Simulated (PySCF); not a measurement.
Species: ZrEt2Cl2, C4H10Cl2Zr (singlet state).
Bonds: Zr1–C2, Zr1–C9, Zr1–Cl16, Zr1–Cl17, C2–C3, C9–C10. Hydrogens: H4, H5 on C2; H6, H7, H8 on C3; H11, H12 on C9; H13, H14, H15 on C10.

Theory: PBE0-D3(BJ)/def2-SVP geometry optimisation, gas phase, def2 core potentials past Kr in PySCF 2.14.0.

Q: Give the optimised bond lengths and angles.

A: 
```csv
bond,length (pm)
"Zr1–C2, Zr1–C9",218.8
"Zr1–Cl16, Zr1–Cl17",235.1
"C2–C3, C9–C10",152.7
C2–H4 and 3 like bonds,110.9
C3–H6 and 5 like bonds,110.3
```

Bonds in one row agree within 1 pm and their mean is given. A selection of angles:
```csv
angle,degrees
C2–Zr1–C9,106.5
C2–Zr1–Cl16,108.2
Cl16–Zr1–Cl17,118.4
Zr1–C2–C3,115.7
Zr1–C2–H4,106.0
C3–C2–H4,111.3
H4–C2–H5,106.0
C2–C3–H6,112.4
H6–C3–H7,106.9
Zr1–C9–C10,114.1
Zr1–C9–H11,107.0
```

Torsions: C9–Zr1–C2–C3 176° (antiperiplanar); C2–Zr1–C9–C10 179° (antiperiplanar). The mirror-image conformer, all signs reversed, is as good.

Zr1 (zirconium bonded to 2 C and 2 Cl) is distorted tetrahedral (angles from 106.5° to 118.4°).

Point group: near C2v, missed by 0.20 Å at most; the miss may be what the optimiser left on a soft mode. No frequency check.
